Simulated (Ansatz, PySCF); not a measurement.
System: C$_{4}$H$_{10}$O, charge 0, multiplicity 1. SMILES: CC(OC)C
Geometry from a B3LYP-D3(BJ)/def2-TZVP (Ansatz, an electronic-structure program) optimisation:
```xyz
15

C     -0.1469     1.5674     0.1858
C     -0.4585     0.0755     0.2483
C     -1.7711    -0.2620    -0.4354
O      0.5451    -0.7063    -0.3968
C      1.7693    -0.7879     0.2970
H      0.7860     1.8099     0.6955
H     -0.9432     2.1408     0.6641
H     -0.0656     1.8890    -0.8545
H     -0.5108    -0.2339     1.3034
H     -1.7280     0.0185    -1.4896
H     -1.9690    -1.3321    -0.3733
H     -2.5977     0.2754     0.0320
H      2.3021     0.1694     0.3228
H      2.3875    -1.5139    -0.2296
H      1.6207    -1.1310     1.3296
```
Charge 0, spin multiplicity 1.

Harmonic wavenumbers (cm⁻¹) at HF/6-31G* (Ansatz, at its own minimum) and at B3LYP-D3(BJ)/def2-TZVP (PySCF, at the structure above). 6-31G* holds six Cartesian d functions. Modes are numbered in rising order, 39 in all, and paired by that order; shown are modes over 250 cm⁻¹ that lie over 6 % from every other mode at both levels, one of each degenerate set, at most eight drawn at random. The second level is harmonic too, so this factor is not the one that brings values to measured fundamentals.

| mode | HF/6-31G* (x) | B3LYP-D3(BJ)/def2-TZVP (y) |
|---|---|---|
| 4 | 270 | 251 |
| 5 | 327 | 299 |
| 6 | 387 | 364 |
| 7 | 478 | 452 |
| 9 | 874 | 804 |

Task: Fit one scale factor, y = λ·x, by least squares, and use it for mode 8, which lies at 539 cm⁻¹ at HF/6-31G*.

Result: λ = Σxy/Σx² = 1225163/1321958 = 0.9268; the rows scatter about it by 6 cm⁻¹ (root mean square). Prediction for mode 8: 500 cm⁻¹. The wavenumber at B3LYP-D3(BJ)/def2-TZVP is 502 cm⁻¹, so the fit misses by -2 cm⁻¹, against +37 cm⁻¹ without it. The fit is meant for this molecule alone.
